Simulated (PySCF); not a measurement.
SMILES CC(C)OB(O)C (GFN2-xTB optimised geometry):

```
18

B      0.174    -1.187     0.000
C      1.782    -1.187     0.000
H      2.212    -0.256     0.361
H      2.159    -1.344    -1.009
H      2.178    -1.992     0.616
O     -0.521    -2.357    -0.007
H      0.011    -3.151    -0.001
O     -0.614    -0.095     0.000
C     -0.193     1.253    -0.025
C     -1.328     2.104     0.540
C      0.155     1.673    -1.453
H      0.698     1.374     0.611
H     -2.212     1.993    -0.081
H     -1.036     3.151     0.567
H     -1.571     1.776     1.547
H      0.966     1.060    -1.837
H     -0.713     1.540    -2.094
H      0.458     2.716    -1.474
```

Level of theory: PySCF with PBE0/def2-SVP.

### Question
What are the frontier orbital energies and the dipole moment?

### Answer
HOMO-2 -9.28 eV, HOMO-1 -8.18 eV, HOMO -8.06 eV, LUMO 1.50 eV, LUMO+1 1.76 eV; dipole moment 2.09 D.

Meta-Löwdin charges at PBE0/def2-SVP: B1 0.41, C2 -0.45, H3 0.11, H4 0.12, H5 0.11, O6 -0.48, H7 0.33, O8 -0.38, C9 0.17, C10 -0.30, C11 -0.31, H12 0.08, H13 0.10, H14 0.10, H15 0.11, H16 0.10, H17 0.10, H18 0.10.
